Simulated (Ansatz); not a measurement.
Abridged output of a molecular run in Ansatz:

```
Functional definition: HF
1466 factors; integrals over basis functions are off by at most 9.5e-4 eV
mean field evaluation 1: about -29531.2215 eV, gradient 1.7e1 eV
mean field evaluation 2: about -29531.4240 eV, gradient 1.7e1 eV
mean field evaluation 4: about -29532.8001 eV, gradient 4.5e0 eV
mean field evaluation 8: about -29532.8538 eV, gradient 2.5e-1 eV
mean field -29532.85425667 eV, -1085.3123758450 hartree, gradient 2.4e-6 eV, S^2 0.000000; 0 other end points of the search recorded, 0 dependent functions left out
15 core orbitals not correlated: weight in the atoms' cores, before any rotation towards them, 1.000 or more for the frozen orbitals, at most 0.000 for the correlated occupied ones
reference -29532.85425667 eV, -1085.3123758450 hartree; 18, 18 occupied and 188, 188 virtual orbitals, 1466 factors
second order -26.95984814 eV of doubles, -0.00000000 eV of singles
cycle   1  -26.45329522 eV  change    5.1e-1 eV  update   1.1e-1
cycle   2  -27.17712006 eV  change   -7.2e-1 eV  update   3.2e-2
cycle   3  -27.27840897 eV  change   -1.0e-1 eV  update   1.4e-2
cycle   4  -27.25905649 eV  change    1.9e-2 eV  update   3.2e-3
cycle   5  -27.25952643 eV  change   -4.7e-4 eV  update   1.5e-3
cycle   6  -27.26041454 eV  change   -8.9e-4 eV  update   3.9e-4
cycle   7  -27.26008331 eV  change    3.3e-4 eV  update   1.7e-4
cycle   8  -27.26004231 eV  change    4.1e-5 eV  update   5.6e-5
cycle   9  -27.26008613 eV  change   -4.4e-5 eV  update   2.7e-5
perturbative correction -0.92088312 eV, -0.0338418305 hartree
Total energy: -29561.03522592 eV, -1086.3480073632 hartree
```

Its atoms:

```xyz
8

Si   -0.0655   -0.9024    0.4092
C     0.2229    0.7531   -0.4570
Cl    1.1589    1.8316    0.5856
I    -1.6796    1.5899   -1.0035
H    -0.8600   -0.6508    1.6326
H    -0.7923   -1.7994   -0.5229
H     1.2561   -1.4862    0.7546
H     0.7596    0.6641   -1.3986
```

(1) Which basis set was used?
A. def2-QZVPP
B. cc-pV(D+d)Z
C. def2-TZVPP
D. def2-TZVPPD

(2) Write the keys of the input that set method, charge and spin (a neutral closed shell needs none for the last two).

## Answers

(1) C. It gives 221 functions.

(2) 
```yaml
correlation: {method: ccsd_t}
```
